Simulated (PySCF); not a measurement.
Isomers C7H12Si:

A. `CCC/C=C/C#C[SiH3]`
B. `C=CC1(C=C)[SiH2][C@H]1C`
C. `C(#CC/C=C/CC)[SiH3]`
D. SMILES CCC#C[SiH]1CCC1

Spectrum 1. ¹H NMR (500 MHz, computed): δ 5.19 (m, 1H), 2.43 (q, 2H), 2.24 (m, 1H), 2.19 (m, 1H), 1.73 (m, 2H), 1.52 (m, 2H), 1.25 (t, 3H). ¹³C{¹H} NMR (computed): δ 121.7 (C), 86.2 (C), 20.3 (CH2), 16.9 (CH2), 16.7 (CH2), 16.5 (CH3).

Spectrum 2. ¹H NMR (500 MHz, computed): δ 6.66 (m, 1H), 5.76 (d, 1H), 4.32 (s, 3H), 2.09 (m, 2H), 1.38 (m, 2H), 1.09 (t, 3H). ¹³C{¹H} NMR (computed): δ 159.6 (CH), 115.8 (C), 115.5 (CH), 90.3 (C), 42.6 (CH2), 28.4 (CH2), 17.2 (CH3).

Spectrum 3. ¹H NMR (500 MHz, computed): δ 5.75 (m, 1H), 5.74 (m, 1H), 4.23 (s, 3H), 3.08 (d, 2H), 2.11 (m, 2H), 1.08 (t, 3H). ¹³C{¹H} NMR (computed): δ 143.3 (CH), 132.0 (CH), 117.0 (C), 79.6 (C), 32.3 (CH2), 28.4 (CH2), 17.0 (CH3).

Spectrum 4. ¹H NMR (500 MHz, computed): δ 6.32 (m, 1H), 5.76 (m, 1H), 5.69 (m, 1H), 5.53 (m, 1H), 5.28 (m, 1H), 5.22 (m, 1H), 2.81 (m, 1H), 2.66 (m, 1H), 1.36 (m, 3H), 1.32 (m, 1H). ¹³C{¹H} NMR (computed): δ 151.6 (CH), 145.9 (CH), 131.6 (CH2), 115.5 (CH2), 44.4 (C), 22.4 (CH), 15.4 (CH3).

PySCF 2.14 calculation with shieldings: GIAO PBE0/pcSseg-1 and coordinates at the GFN2-xTB level; one averaged value for each set of equivalent atoms, in vacuum, non-relativistic Hamiltonian, one computed conformer.

Referencing at the same level of theory: ¹H (31.72 ppm), ¹³C (186.93 ppm) against TMS. Where no couplings were computed, multiplicities follow the n + 1 count of equivalent neighbours, and m marks all less simple cases (inequivalent or close neighbours, rings, F or P nearby). Shifts are as computed. Against solution values, carbons near 30 ppm lie about +3 ppm off and those near 130 ppm about +5 ppm. Of 1211 compounds with measured shifts, 218 miss one by over three times the rms of a fit or turn the order of signals round; such compounds aren't used in these exercises.

Problem. Match each spectrum to its structure.

Solution. 1–D, 2–A, 3–C, 4–B.

- Spectrum 1 (D): 6 ¹³C signals; δC 86.2 is an alkyne carbon; δC 20.3 is an sp3 CH2 in a ring.
- Spectrum 2 (A): 7 ¹³C signals; δC 159.6 is an alkene CH; δC 115.5 is an alkene CH.
- Spectrum 3 (C): 7 ¹³C signals; δC 143.3 is an alkene CH; δC 132.0 is an alkene CH.
- Spectrum 4 (B): 7 ¹³C signals; δC 151.6 is an alkene CH; δC 145.9 is an alkene CH.
